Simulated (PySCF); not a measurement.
Geometries of 2 isomers of C3H8O3S, from PBE0-D3(BJ)/def2-SVP geometry optimisation, gas phase (PySCF 2.14.0). One conformer each, no zero-point energy, no frequencies.

Problem. Which is lower in electronic energy at this level?
A.
```xyz
15
angstrom
C      0.568    1.420   -0.363
C      0.345    0.033    0.211
C      1.304   -1.019   -0.327
S     -1.328   -0.524   -0.155
O     -1.588   -1.773    0.546
O     -1.565   -0.386   -1.576
O     -2.215    0.617    0.604
H      1.584    1.760   -0.113
H      0.464    1.401   -1.458
H     -0.152    2.144    0.043
H      0.369    0.048    1.313
H      1.227   -1.085   -1.422
H      1.092   -2.008    0.101
H      2.336   -0.738   -0.068
H     -2.687    0.159    1.317
```
B.
```xyz
15
angstrom
C     -1.786    0.597   -0.070
C     -0.992   -0.695    0.045
C      0.423   -0.633   -0.513
S      1.467    0.459    0.442
O      1.172    1.835    0.109
O      1.493   -0.005    1.821
O      2.927    0.119   -0.196
H     -1.840    0.942   -1.114
H     -1.331    1.407    0.517
H     -2.814    0.449    0.291
H     -1.508   -1.506   -0.495
H     -0.931   -1.016    1.097
H      0.466   -0.256   -1.546
H      0.921   -1.612   -0.469
H      3.422   -0.360    0.487
```

Solution. A. That is `CC(C)S(=O)(=O)O`, 2.8 kcal/mol below the other.

```tsv
SMILES	atoms numbered as above	E (Eh)	relative (kcal/mol)	relative (kJ/mol)	dipole (D)
CC(C)S(=O)(=O)O	[CH3:1][CH:2]([CH3:3])[S:4](=[O:5])(=[O:6])[OH:7]	-742.05461	0.0	0.0	3.68
CCCS(=O)(=O)O	[CH3:1][CH2:2][CH2:3][S:4](=[O:5])(=[O:6])[OH:7]	-742.05022	2.8	11.5	3.64
```
